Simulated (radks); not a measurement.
Fe8+, configuration [Ar].

Method: scalar-relativistic Kohn-Sham, PBE, spin-unpolarised, spherical densities, finite nucleus; Fermi nuclear charge, rms radius 3.7377 fm; computed with a radial shooting solver on a logarithmic mesh with Libxc functionals.

Energy parts (eV):
part                      energy
total                 -34066.215
kinetic                34489.704
electron-nucleus      -78155.404
Hartree                10962.362
exchange-correlation   -1362.878

Orbitals (lengths in bohr, moments of r in powers of bohr):
| orbital | occ. | eigenvalue (eV) | <r^4> |
|---|---|---|---|
| 1s | 2 | -7179.333 | 0.00005439 |
| 2s | 2 | -1005.215 | 0.01219 |
| 2p | 6 | -883.7836 | 0.009311 |
| 3s | 2 | -256.1693 | 0.6181 |
| 3p | 6 | -220.4407 | 0.7072 |

The highest occupied level is 3p at -220.44 eV. For comparison, the ionisation energy in NIST's Atomic Spectra Database is 233.6 eV (semi-empirical). In exact Kohn-Sham theory the highest level is minus the ionisation energy, but local and semilocal functionals leave it too shallow, through self-interaction and a potential that decays too fast; potentials with the right tail come closer.
